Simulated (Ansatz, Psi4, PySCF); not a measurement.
Cl₂CrO₂ (SMILES [O]=[Cr](=[O])([Cl])[Cl]), singlet, at a GFN2-xTB geometry (such geometries of metal compounds can be far from the true shape). Base run: BHANDHLYP/6-31G* run with PySCF.

Geometry (Å):
```xyz
5

Cr     0.3616    -0.0631     0.1166
O      1.4405    -0.5923    -0.8641
O      0.7905     0.2033     1.5831
Cl    -0.3862     1.6683    -0.6450
Cl    -1.1742    -1.3962     0.1420
```
All else is at PySCF's defaults.

The same geometry, method and basis name were run in Ansatz (a first-principles code) and Psi4 and PySCF, at each program's defaults and at the settings that a row names. The base is PySCF at its defaults. Differences at the defaults can come from grids, fitting, cores and function types together.

```csv
code and settings,ΔE vs base (mEh),basis functions,E (Eh),SCF cycles,dipole (D)
"PySCF, defaults (exact integrals, its default grid, spherical functions)",0.000,98,-2115.03556,15,0.65
"Psi4, defaults (density fitting with its default set, its default grid, Cartesian functions)",___,___,___,13,___
"Ansatz, defaults (factorised integrals, its default grid, Cartesian functions)",-13.551,104,-2115.04911,-,-
"PySCF, density fitting with def2-universal-jkfit",___,98,___,15,0.65
"PySCF, fine grid",0.001,98,-2115.03556,15,0.65
"Psi4, exact integrals, spherical functions, fine grid",0.004,98,-2115.03556,17,0.65
"Ansatz, high accuracy, Cartesian functions as the basis file defines them",-13.559,104,-2115.04912,-,-
```

Problem. What belongs in the gaps?

Solution. 
- Psi4, defaults (density fitting with its default set, its default grid, Cartesian functions), ΔE vs base (mEh): -24.840
- Psi4, defaults (density fitting with its default set, its default grid, Cartesian functions), basis functions: 107
- Psi4, defaults (density fitting with its default set, its default grid, Cartesian functions), E (Eh): -2115.06040
- Psi4, defaults (density fitting with its default set, its default grid, Cartesian functions), dipole (D): 0.70
- PySCF, density fitting with def2-universal-jkfit, ΔE vs base (mEh): 0.082
- PySCF, density fitting with def2-universal-jkfit, E (Eh): -2115.03548
